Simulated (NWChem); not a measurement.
trimethylsulfonium (C₃H₉S cation); SMILES C[S+](C)C

```xyz
13

C      0.4477    -1.5817     0.2912
S      0.0000     0.0000    -0.4987
C      1.1460     1.1785     0.2912
C     -1.5936     0.4032     0.2912
H      0.4216    -1.4890     1.3794
H      1.4495    -1.8470    -0.0554
H     -0.2666    -2.3326    -0.0552
H      1.0787     1.1096     1.3794
H      0.8748     2.1788    -0.0554
H      2.1534     0.9354    -0.0552
H     -1.5003     0.3794     1.3794
H     -1.8868     1.3972    -0.0552
H     -2.3242    -0.3318    -0.0554
```
Atoms are numbered in this order, from 1.

All runs: NWChem. Pople sets run with spherical d functions. Geometry: optimised at B3LYP/6-31G* (spherical d). B3LYP is NWChem's, with the RPA form of VWN correlation. Atomic charges in e: unrestrained fits to the electrostatic potential beside Mulliken populations; buried atoms are poorly determined by the fit.

For level B3LYP/def2-SVP:

```yaml
Mulliken C1: -0.09
Mulliken S2: 0.16
Mulliken C3: -0.09
Mulliken C4: -0.09
```

Q: How do the values read with level Hartree-Fock/6-31G* instead?

A: 
| Item | Result |
|---|---|
| Mulliken C1 | -0.69 |
| Mulliken S2 | 0.64 |
| Mulliken C3 | -0.69 |
| Mulliken C4 | -0.69 |
